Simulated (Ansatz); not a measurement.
Cartesian coordinates (Å):
```xyz
6

N      2.4310     0.0228     0.0310
C      1.2660     0.0119     0.0161
Si    -0.5866    -0.0055    -0.0075
H     -1.0149    -1.0834    -0.9401
H     -1.0435     1.3300    -0.4797
H     -1.0521    -0.2758     1.3801
```
Charge 0, multiplicity 1.

All values below come from frozen-core CCSD(T)/cc-pVTZ // PBE-D3(BJ)/def2-TZVP run with Ansatz (an electronic-structure program).

- HF energy: -383.03533 Ha
- MP2 correlation energy: -0.46519 Ha

Question: Estimate the CCSD correlation energy, the (T) correction, the total energy and the T1 diagnostic.

Answer: 
```
Quantity                         Value
-----------------------  -------------
CCSD correlation energy    -0.48697 Ha
(T) correction             -0.02326 Ha
CCSD(T) total energy     -383.54556 Ha
T1 diagnostic                    0.014
```
